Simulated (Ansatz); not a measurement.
System: ZnI$_{2}$, charge -1, multiplicity 2. The spin state was set by rule; other spins were not relaxed. 
Geometry from a B3LYP-D3(BJ)/def2-TZVP (Ansatz, a quantum-chemistry and plane-wave program) optimisation:
```
Zn
I 1 2.7117
I 1 2.7117 2 121.71
```
Charge -1, spin multiplicity 2.

Parts of the frozen-core correlation energy in def2-SVP (Ansatz, hartree). Frozen orbitals: 27; correlated occupied orbitals by spin: 14 and 13; virtual: 42 and 43. Open shells are spin-unrestricted. Spin-orbit coupling is left out. Past Kr the def2 sets carry scalar-relativistic core potentials.

```csv
term,value
reference (HF),-2371.02982
MP2 opposite-spin,-0.31584
MP2 same-spin,…
CCSD correlation,…
(T),…
T1 diagnostic,0.012
largest doubles amplitude,0.038
<S^2> of the reference,0.756
```

**Question.** Some entries are withheld; supply them.

**Answer.** 
- MP2 same-spin, value: -0.16245
- CCSD correlation, value: -0.47715
- (T), value: -0.01072
